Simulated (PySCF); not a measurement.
Ga(Cl)(Me)(Vi), SMILES C=[CH][Ga]([CH3])[Cl] (CAM-B3LYP/def2-SVP optimised geometry):

```
11

Ga     0.335     0.280     0.000
Cl     2.503     0.280     0.000
C     -0.518     2.035     0.000
H     -1.614     1.972     0.035
H     -0.225     2.585    -0.907
H     -0.168     2.618     0.865
C     -0.487    -1.478    -0.004
C     -1.816    -1.631     0.002
H      0.139    -2.377    -0.010
H     -2.293    -2.618     0.000
H     -2.503    -0.777     0.008
```

Method: CAM-B3LYP/def2-TZVP in PySCF 2.14.0.

### Question
What are the frontier orbital energies and the dipole moment?

### Answer
HOMO-2 -10.26 eV, HOMO-1 -9.63 eV, HOMO -9.24 eV, LUMO -0.53 eV, LUMO+1 1.13 eV; dipole moment 2.92 D.

Meta-Löwdin charges at CAM-B3LYP/def2-TZVP: Ga1 0.67, Cl2 -0.34, C3 -0.57, H4 0.12, H5 0.14, H6 0.14, C7 -0.32, C8 -0.19, H9 0.13, H10 0.12, H11 0.11.
